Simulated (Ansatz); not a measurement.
`F[Si](F)(Cl)[GeH3]` + CH₃SH → `CS[Si](F)(F)Cl` + GeH₄ at 600 K and 1 bar (cleavage of the Si–Ge bond).

Isolated molecules relaxed with PBE0-D4/def2-TZVP in Ansatz; ΔE leaves out vibrations. CCSD(T)/CBS adds triple-zeta CCSD(T) − MP2 to the extrapolated MP2 energy (def2 sets, frozen cores). This one scheme is used for every species. For Ge outer-core shells are correlated without core-valence functions, which leaves a few kJ/mol of doubt a bond. Scalar relativity is left out up to krypton. Each species was taken in one conformer, which may not be the lowest.

```tsv
species	CCSD(T)/CBS energy (Eh)	H − E (kJ/mol)	S (J/(mol·K))
`F[Si](F)(Cl)[GeH3]`	-3026.54774	145.6	465.9
CH₃SH	-438.22835	152.3	296.8
`CS[Si](F)(F)Cl`	-1386.30078	190.3	475.2
GeH₄	-2078.49493	105.8	256.4
```

H − E and S are ideal-gas, rigid-rotor, harmonic terms from PBE0-D4/def2-TZVP, for one conformer and one mirror image of each species. 1 Eh = 2625.50 kJ/mol, R = 8.31446 J/(mol·K).

Problem. By hand: ΔE, ΔH, ΔS and ΔG.

Solution. ΔE = (-1386.30078) + (-2078.49493) − (-3026.54774) − (-438.22835) = -0.01962 Eh = -51.5 kJ/mol. Δ(H − E) = 190.3 + 105.8 − 145.6 − 152.3 = -1.8, so ΔH = -53.3 kJ/mol. ΔS = 475.2 + 256.4 − 465.9 − 296.8 = -31.1 J/(mol·K). ΔG = -53.3 − 600 × (-31.1)/1000 = -34.6 kJ/mol.

Problem. By hand: the equilibrium constant, and the temperature at which ΔG would vanish if ΔH and ΔS stayed fixed.

Solution. log₁₀ K = −ΔG/(RT ln 10) = 3.0. ΔG = 0 at ΔH/ΔS = 1714 K.

TΔS isn't small against ΔH here. A doubt of 5 kJ/mol in ΔE shifts log₁₀ K by 0.4 here. Other conformers and mirror images would add mixing entropy, several J/(mol·K) or more a flexible species. Modes under 60 cm⁻¹, often nearly free rotors, make the harmonic entropy too high. These are equilibria of isolated gas molecules and say nothing of rates. Largest T1 diagnostic: 0.012 (customary marks: 0.02 for closed shells, 0.045 for open ones).
